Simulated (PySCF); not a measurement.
C2H8N3PSi.
SMILES with atom numbers: `[CH2:1]=[N:2][Si:3]([NH2:4])([PH2:5])[N:6]=[CH2:7]` (hydrogens: H8, H9 on C1; H10, H11 on N4; H12, H13 on P5; H14, H15 on C7)

Geometry (GFN2-xTB, Å), atoms numbered from 1 in this order:
```xyz
15
C2H8N3PSi angstrom
C      2.2364   -0.8084    0.7341
N      1.0181   -1.0607    0.7806
Si    -0.2784   -0.3474   -0.1315
N     -0.9513   -1.6643   -1.0198
P      0.2239    1.2831   -1.6223
N     -1.3229    0.2615    1.1274
C     -1.8469    1.3919    1.1737
H      2.9187   -1.3567    1.3778
H      2.6958   -0.0562    0.0795
H     -1.7908   -1.4862   -1.5468
H     -1.0427   -2.5314   -0.5161
H      1.0306    1.9602   -0.7221
H      1.2969    0.6015   -2.1602
H     -1.6780    2.1819    0.4290
H     -2.5137    1.6392    1.9947
```

Method used: PySCF 2.14.0, density-fitted response routines, TDDFT wB97X-D/def2-SVPD, vertical, gas phase, core orbitals frozen in the response.

Transition dipole moments from the ground state, in atomic units and in the frame of the coordinates above (overall signs are arbitrary), for the states with f of 0.002 or more among the lowest 8:

```json
{"state": "S3", "E (hartree)": "0.2157", "μx": "0.121", "μy": "-0.123", "μz": "0.127"}
{"state": "S4", "E (hartree)": "0.2211", "μx": "-0.192", "μy": "0.116", "μz": "-0.107"}
{"state": "S6", "E (hartree)": "0.2370", "μx": "0.284", "μy": "-0.225", "μz": "-0.446"}
{"state": "S7", "E (hartree)": "0.2401", "μx": "0.226", "μy": "-0.327", "μz": "0.266"}
{"state": "S8", "E (hartree)": "0.2527", "μx": "-0.289", "μy": "0.242", "μz": "-0.110"}
```

What oscillator strength does each state have?

f = (2/3) ΔE |μ|² with ΔE in hartree (27.2114 eV).

```
state  |μ|² (au)  |μ| (D)      f
   S3      0.046     0.54  0.007
   S4      0.062     0.63  0.009
   S6      0.330     1.46  0.052
   S7      0.229     1.22  0.037
   S8      0.154     1.00  0.026
```

Which bond between heavy atoms lies closest to the direction of the S6 transition dipole?

Si3–N6, at 7° from it; next N6–C7 at 54°.

What angle do the transition dipoles of S6 and S8 make?

|cos θ| = |μa·μb| / (|μa| |μb|) = 0.39, so θ ≈ 67° (taken between 0 and 90°, since the signs are arbitrary).

What peak molar absorption coefficient would the strongest computed level give as a lone Gaussian band 0.3 eV wide at half height?

ε(max) = 2.175×10⁸ f / FWHM, with the width in cm⁻¹. S6: 2.175×10⁸ × 0.0522 / 2420 ≈ 4700 L mol⁻¹ cm⁻¹.

One conformer stands for the species.
